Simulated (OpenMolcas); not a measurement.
**Pr4+: ligand-field states by method**

Pr4+ with 2 ligands (fluoride) in linear coordination (D∞h) at 1.9 Å. Ligand basis ANO-RCC-VDZP.

```
Program             : OpenMolcas
Basis               : ANO-RCC-VDZP [7s6p4d2f1g]
Scalar Hamiltonian  : DKH2, point nucleus
Active space        : 1 electron in 7 orbitals (4f)
State averaging     : 2S+1 = 2 odd, 7 roots
Spin-orbit coupling : state interaction with AMFI integrals over the reference wave functions
```

I. CASSCF
II. SS-CASPT2, IPEA 0.25 Eh, imaginary shift 0.1 Eh (closed shells correlated: 5s 5p and the ligand valence shells)

Spin-free states (labels by Λ) in cm-1, each column counted from its own energy of the first state listed:

```
State  Degeneracy      I     II
   2Φ           2      0      0
   2Δ           2    279    430
   2Π           2   4520   5220
   2Σ           1  12919  17500
```

χT at 300 K: I 0.67, II 0.66 cm3 K/mol.

The least metal-like active orbital is 84 % on the metal (Löwdin) and no ligand orbital is active, so the numbers are rough. Splittings of an f shell from a small cluster at a set distance can be off by tens of per cent, mostly too small (holds for II). No measured value stands beside these numbers; the geometry is a model, was not optimised and need not be the one that this ion takes.
